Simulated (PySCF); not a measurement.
## Dipole moment and polarisability across levels of theory

Species: SiF4.
SMILES: `F[Si](F)(F)F`

PySCF, dipoles from the SCF density, polarisabilities from static response with core orbitals frozen. Isolated species at its PBE0-D3(BJ)/def2-SVP geometry, gas phase.

Reference polarisability: 3.319 Å³ (measured, gas; NIST CCCBDB Release 22 (SRD 101), experimental polarizabilities). The anisotropy is √(½[(α1 − α2)² + (α2 − α3)² + (α3 − α1)²]).

| level | α (au) | error (%) | anisotropy (au) |
| --- | --- | --- | --- |
| LDA/def2-SVPD | 24.73 | +10.4 | 0.01 |
| PBE/def2-SVPD | 24.79 | +10.7 | 0.01 |
| B3LYP/def2-SVPD | 23.22 | +3.7 | 0.01 |
| PBE0/def2-SVPD | 22.90 | +2.3 | 0.01 |
| BHandHLYP/def2-SVPD | 21.43 | -4.3 | 0.01 |
| CAM-B3LYP/def2-SVPD | 22.97 | +2.6 | 0.01 |
| wB97X-D/def2-SVPD | 22.84 | +2.0 | 0.01 |
| LC-wPBE/def2-SVPD | 23.02 | +2.8 | 0.01 |
| HF/def2-SVPD | 19.34 | -13.6 | 0.01 |
| PBE0/6-31G* | 16.83 | -24.8 | 0.02 |
| PBE0/def2-SVP | 15.81 | -29.4 | 0.02 |
| PBE0/6-31+G* | 20.36 | -9.1 | 0.02 |
| PBE0/aug-cc-pVDZ | 22.77 | +1.6 | 0.01 |
| PBE0/def2-TZVP | 20.44 | -8.7 | 0.02 |
| PBE0/def2-TZVPD | 23.21 | +3.6 | 0.01 |
| PBE0/aug-cc-pVTZ | 23.13 | +3.3 | 0.01 |

For the polarisability, the smallest error is 1.6% (PBE0/aug-cc-pVDZ) and the largest 29.4% (PBE0/def2-SVP). The dipole stays under 0.05 D at every level. In one basis (def2-SVPD) the functionals order the polarisability from HF (lowest) to PBE (highest), a spread of 28%. With PBE0 the polarisability is 17.70 au without diffuse functions (mean of 6-31G*, def2-SVP and def2-TZVP) and 22.48 au with them (mean of 6-31+G*, def2-SVPD, aug-cc-pVDZ, def2-TZVPD and aug-cc-pVTZ). Measured values can belong to vibrating molecules; the computed ones are for one fixed geometry.
